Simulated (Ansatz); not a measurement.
Frontier orbitals of `SC[O][ZnH]`.

Charge 0, multiplicity 1. For Zn the d shell is correlated and the shells below it are frozen. Scalar relativity is left out up to krypton. The structure was optimised at the PBE0-D4/def2-TZVP level. It is one conformer, not always the lowest. Basis def2-TZVPP, the Gaussian-basis code of Ansatz.

Orbital energies of one run (eV). Highest occupied ones, from the top: -9.77, -10.12, -10.50, -11.95, -13.17, -14.52, -14.74, -16.09, -16.97, -16.97, -17.03, -17.10, -17.43, -20.66. Empty: 1.46, 1.66, 1.95, 2.87, 3.05, 3.96.

Question: Which functional gave them?
A. BHLYP
B. r2SCAN0
C. ωB97X-V
D. HSE06 (plane-wave form)

Answer: C. HOMO energies: ωB97X-V -9.77, HSE06 -6.99, BHLYP -8.61, r2SCAN0 -7.59 eV.
